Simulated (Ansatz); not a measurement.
```yaml
crystal:
  periodic: [false, false, false]
  atoms:
    - {symbol: C, position_ang: [-1.017149, -1.347227, 1.786009]}
    - {symbol: O, position_ang: [-1.323828, -0.414265, 0.774111]}
    - {symbol: Sn, position_ang: [0.084033, 0.282863, -0.386949]}
    - {symbol: N, position_ang: [-0.898050, 1.229920, -1.853982]}
    - {symbol: O, position_ang: [1.370949, 1.330645, 0.636557]}
    - {symbol: C, position_ang: [0.908838, 2.323959, 1.522609]}
    - {symbol: O, position_ang: [1.196110, -1.155106, -1.070630]}
    - {symbol: C, position_ang: [0.692660, -2.008814, -2.075292]}
    - {symbol: H, position_ang: [-1.957400, -1.683175, 2.231741]}
    - {symbol: H, position_ang: [-0.402427, -0.907427, 2.581368]}
    - {symbol: Xx, position_ang: [-0.490372, -2.227820, 1.398745]}
    - {symbol: H, position_ang: [-0.460346, 2.092348, -2.150379]}
    - {symbol: H, position_ang: [-1.858917, 1.425360, -1.602300]}
    - {symbol: H, position_ang: [1.777850, 2.748339, 2.032428]}
    - {symbol: H, position_ang: [0.391635, 3.142031, 1.003477]}
    - {symbol: H, position_ang: [0.229500, 1.924567, 2.286241]}
    - {symbol: H, position_ang: [1.529785, -2.591843, -2.468432]}
    - {symbol: H, position_ang: [0.238540, -1.458853, -2.908276]}
    - {symbol: H, position_ang: [-0.053610, -2.709903, -1.680643]}
basis:
  gaussian: {orbitals: x2c-TZVPPall}
hamiltonian: {xc: {name: B3LYP}}
```

```sh
$ ansatz run in.yaml --threads 4 --pin off --events-out ev --progress --plain --max-ram 66560MiB --backend cpu
```

Output, abridged:

```
Error: YAML parse error: error: line 14 column 16: `Xx` is not an element symbol (H … Og, case-exact)
12 |     - {symbol: H, position_ang: [-1.957400, -1.683175, 2.231741]}
13 |     - {symbol: H, position_ang: [-0.402427, -0.907427, 2.581368]}
14 |     - {symbol: Xx, position_ang: [-0.490372, -2.227820, 1.398745]}
15 |     - {symbol: H, position_ang: [-0.460346, 2.092348, -2.150379]}
16 |     - {symbol: H, position_ang: [-1.858917, 1.425360, -1.602300]}
```

(1) What is wrong with this run?

Results:

(1) An element symbol is wrong. The program refused the input.

B3LYP here is the variant with VWN-RPA as its local correlation; programs differ in this.
